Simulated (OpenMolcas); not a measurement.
Ni3+: CASPT2 settings compared

* Program: OpenMolcas
* Basis: ANO-L-VQZP [7s6p4d3f2g]
* Scalar Hamiltonian: non-relativistic, point nucleus
* Active space: 7 electrons in 5 orbitals (3d)
* State averaging: 2S+1 = 4 even, 10 roots; 2S+1 = 2 even, 40 roots (28 in the spin-orbit step)
* Spin-orbit coupling: state interaction with AMFI integrals over the reference wave functions, term energies averaged over their components

Methods on the same reference wave functions:
A. CASSCF
B. SS-CASPT2, IPEA 0.35 Eh, sigma1 regulariser 0.2 Eh (closed shells correlated: 2s 2p 3s 3p)
C. SS-CASPT2, IPEA 0.6 Eh, imaginary shift 0.5 Eh (closed shells correlated: 3s 3p)
D. SS-CASPT2, IPEA 0.4 Eh, sigma1 regulariser 0.25 Eh (closed shells correlated: 3s 3p)

Energies in cm-1 above 3d7 4F 9/2, the measured ground level; measured values from Corliss and Sugar, J. Phys. Chem. Ref. Data 10, 197 (1981).

| Level | A | B | C | D | Measured |
| --- | --- | --- | --- | --- | --- |
| 3d7 4F 9/2 | 0.0 | 0.0 | 0.0 | 0.0 | 0.0 |
| 3d7 4F 7/2 | 1166 | 1173 | 1172 | 1172 | 1190 |
| 3d7 4F 5/2 | 2018 | 2020 | 2020 | 2020 | 2042 |
| 3d7 4F 3/2 | 2597 | 2590 | 2590 | 2590 | 2621 |
| 3d7 4P 5/2 | 22368 | 18420 | 18800 | 18560 | 18119 |
| 3d7 2G 9/2 | 22470 | 19680 | 20070 | 19760 | 19830 |
| 3d7 4P 3/2 | 22720 | 18790 | 19170 | 18930 | 18367 |
| 3d7 4P 1/2 | 23276 | 19340 | 19720 | 19480 | 18958 |
| 3d7 2G 7/2 | 23605 | 20820 | 21220 | 20900 | 20948 |
| 3d7 2P 3/2 [72 %] | 29626 | 25680 | 26070 | 25780 | 23649 |
| 3d7 2H 11/2 | 29821 | 26300 | 26650 | 26390 | 26649 |
| 3d7 2P 1/2 | 30804 | 27140 | 27490 | 27230 | 24651 |
| 3d7 2H 9/2 | 30816 | 27320 | 27670 | 27400 | 27678 |
| 3d7 2D 5/2 | 32337 | 27210 | 27720 | 27350 | 27096 |
| 3d7 2D 3/2 [75 %] | 34097 | 29240 | 29720 | 29370 | 28778 |

Deviations, from unrounded energies. A percentage is the sum of absolute deviations over the sum of measured energies, with the sign that they share, or ± where signs differ.

| Against measurement | Levels | A | B | C | D |
| --- | --- | --- | --- | --- | --- |
| mean absolute deviation (cm-1) | 14 | 3400 | 520 | 690 | 560 |
| fine structure of the ground term (%) | 3 | -1.2 | -1.2 | -1.2 | -1.2 |
| other terms of the ground configuration (%) | 11 | +18.5 | ±2.8 | ±3.8 | ±3.0 |

B lies closest to measurement on these levels and A furthest from it. The largest miss of B in the table is 3d7 2P 1/2, by +2500 cm-1. The ranking rests on the paired levels alone, and a cruder setting can come out closer through cancelling errors.

Among B to D the level of the table that moves most is 3d7 2D 5/2, by 510 cm-1 (lowest in B, highest in C). Moves below CASPT2's spread within the term are not significant.

The mean deviations of B to D differ by less than CASPT2's widest spread within a term (840 cm-1), so their order carries little weight.

From A to B the spin-free energies of the other terms of 3d7 shown, above 4F, scale by factors of 0.82 to 0.88, as is usual when dynamic correlation screens the repulsion within a d or f shell.

The lowest spin-free term lies below A's lowest term by 0.642 hartree in B, 0.566 hartree in C, 0.571 hartree in D.

CASPT2 breaks the degeneracy within a term, and the mean is taken; among the terms shown or strongly mixed into the levels shown the widest spread is 840 cm-1 (3d7 2H, B). Some high roots are left out of the spin-orbit mixing, which shifts the levels that they would mix with. Some levels mix across a computed gap that differs much from the measured one, so their mixing is not that of the real levels. Without dynamic correlation excited terms often stand tens of per cent too high (terms of higher spin than the ground term too low), and those without a measured partner can miss by more than the paired ones (holds for A). The CASPT2 spread within a term exceeds the gap to the next term for 3d7 2P and 3d7 2H, so the order of their levels is uncertain (holds for B; C; D). Computed and measured levels are paired by configuration, term and J; levels that our copy of the source lacks, or whose pairing is in doubt (as where it misses far off the trend of its configuration), stay unpaired and out of the deviations. Only configurations of the active space appear.

A share in square brackets marks a mixed level and gives the weight of the term that names it, the lowest over the columns.
